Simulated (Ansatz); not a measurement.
Gas-phase reaction in SMILES: FC(F)Cl [chloro(difluoro)methane] → F[C](F)Cl + H atom (the C-H bond breaks)

Quantity: bond dissociation energy (electronic), in kcal/mol. Set-up: 6-311+G** with 5d, 6d on Na to Ar in Ansatz (a first-principles code); non-relativistic; six Cartesian d functions in 6-31G* and its kin unless marked 5d; no spin-orbit coupling; dispersion terms only where a functional's name holds one; open shells spin-unrestricted; LANL2DZ with its own core potentials from Na on; frozen cores in correlated levels. CBS marks a two-point X^-3 extrapolation of the correlation energy; Hartree-Fock from the larger set. [CCSD(T)-MP2]/basis is that difference in the basis named. Ab initio and DFT rows: single points at B3LYP-D3(BJ) geometries (Ansatz).

Coupled cluster (Ansatz) is a level with limits of its own, used here on species with T1 under 0.025 (0.045 for open shells) and stable references: RI-MP2/CBS(cc-pV(T+d)Z,cc-pV(Q+d)Z)+[CCSD(T)-MP2]/cc-pV(T+d)Z.

Value to compare with, RI-MP2/CBS(cc-pV(T+d)Z,cc-pV(Q+d)Z)+[CCSD(T)-MP2]/cc-pV(T+d)Z (Ansatz): 109.7 kcal/mol.

```
level           program  bond dissociation energy (electronic) (kcal/mol)  difference
--------------  -------  ------------------------------------------------  ----------
PBE/STO-3G       Ansatz                                             109.7         0.0
PBE/3-21G        Ansatz                                             105.2        -4.5
PBE/LANL2DZ      Ansatz                                             108.1        -1.6
PBE/6-31G*       Ansatz                                             102.3        -7.4
PBE/def2-SVP     Ansatz                                             100.8        -8.9
PBE/6-311+G**    Ansatz                                             103.1        -6.6
PBE/def2-TZVPD   Ansatz                                             101.7        -8.0
```

Among the 6 habitual levels, PBE/def2-SVP lies farthest from RI-MP2/CBS(cc-pV(T+d)Z,cc-pV(Q+d)Z)+[CCSD(T)-MP2]/cc-pV(T+d)Z (Ansatz) (-8.9 kcal/mol) and PBE/STO-3G nearest (0.0); 0 of 6 lie above it, and their mean absolute difference is 4.8 kcal/mol, the median 5.5. One case shows no general order.

The sets are all those run for this method; left out are runs that failed, that the program found above a lower state of the same kind, or whose <S^2> lies over 0.5 above the pure value.
